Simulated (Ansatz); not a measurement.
`[SiH3][C@H]1[O][Ge@@H]1[Cl]` + `[OH][GeH2][SH]` → `[OH][GeH]([SiH3])[SH]` + `[Cl][GeH]1[CH2][O]1`  (formal exchange of groups at the Si–C bond)

Gas-phase electronic energies from Ansatz, PBE0-D4/def2-TZVP geometries. CBS: MP2 limit from def2 TZ/QZ plus the TZ coupled-cluster correction, frozen cores. DFT in def2-TZVPP. For Ge outer-core shells are correlated without core-valence functions, which leaves a few kJ/mol of doubt a bond. Scalar relativity is left out up to krypton. Each species was taken in one conformer, which may not be the lowest.

| level | ΔE (kJ/mol) | difference from CCSD(T)/CBS |
| --- | --- | --- |
| r2SCAN-D4 | -22.5 | -4.6 |
| PBE0-D4 | -26.5 | -8.6 |
| B2PLYP | -19.0 | -1.1 |
| HF/def2-TZVPP | -15.3 | 2.6 |
| MP2/def2-TZVPP | -13.9 | 4.0 |
| CCSD(T)/def2-TZVPP | -17.8 | 0.1 |
| MP2/def2-QZVPP | -13.6 | 4.3 |
| SCS-MP2/def2-QZVPP | -12.7 | 5.2 |
| MP2/CBS(def2) | -14.0 | 3.9 |
| CCSD/CBS(def2) | -18.3 | -0.4 |
| CCSD(T)/CBS | -17.9 | 0 |

Largest T1 diagnostic among the species: 0.013.
